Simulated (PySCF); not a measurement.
B(Cl)(Br)(OMe) (CH₃BBrClO), SMILES COB(Br)Cl. Atoms are numbered in the order given.

```xyz
8

B     -0.2286    -0.5684     0.1180
Cl    -0.5875    -1.2402     1.7075
Br     0.4820     1.2381    -0.0007
O     -0.4562    -1.3212    -0.9541
C     -0.2484    -1.0043    -2.3203
H      0.4646    -1.7280    -2.7423
H     -1.2074    -1.1008    -2.8503
H      0.1428     0.0158    -2.4471
```
Charge 0, spin multiplicity 1.

Coordinates come from a B3LYP-D3(BJ)/def2-SVP optimisation. One conformer was computed; it need not be the lowest.

Two levels are set side by side: PBE/pcSseg-1 (PySCF) and PBE0/pcSseg-1 (PySCF). GIAO shifts against BF3 (¹¹B), H2O (¹⁷O), HCl (³⁵Cl), TMS (¹H), TMS (¹³C) at the same level; non-relativistic, no solvent, atoms listed together averaged. Without spin–orbit terms, shifts of atoms bonded to Cl or Br come out too high at both levels. Differences are taken from unrounded values.

```
quantity               PBE0
--------------------  -----
δ(¹¹B) of B1 (ppm)     24.0
δ(³⁵Cl) of Cl2 (ppm)  194.4
δ(¹⁷O) of O4 (ppm)    176.7
δ(¹³C) of C5 (ppm)     61.0
```

### Question
What does PBE give, and how far is it from PBE0? (An estimate is asked for; the answer gives what the named calculation found.)

### Answer

| quantity | PBE | PBE minus PBE0 |
|---|---|---|
| δ(¹¹B) of B1 (ppm) | 22.8 | -1.2 |
| δ(³⁵Cl) of Cl2 (ppm) | 215.0 | 20.6 |
| δ(¹⁷O) of O4 (ppm) | 192.6 | 15.8 |
| δ(¹³C) of C5 (ppm) | 62.6 | 1.6 |

Rough cost on one machine, each run with all the roots and properties that it gave: PBE0 against PBE within a factor of 2.
